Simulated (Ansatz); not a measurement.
Ansatz results at the PBE0-D4/def2-TZVP geometry: zero-point energy (PBE0-D4/def2-TZVP) 47.6 kJ/mol; size of the dipole moment (PBE/def2-TZVPP) 1.93 D; size of the dipole moment (ωB97M-V/def2-TZVPP) 1.99 D.

Each molecule was computed in one conformer, which needn't be the lowest.

Q: Which molecule gave them?
A. `[SiH2]N([SiH3])[SiH2]Cl`•
B. `[O][InH][F]`•
C. `O[B]Cl`•
D. `[NH2][Ga][O][SiH3]`•

A: C. The others give `[O][InH][F]`•: 24.3, 3.02, 3.26; `[NH2][Ga][O][SiH3]`•: 141.5, 2.09, 2.16; `[SiH2]N([SiH3])[SiH2]Cl`•: 175.4, 1.19, 1.18.
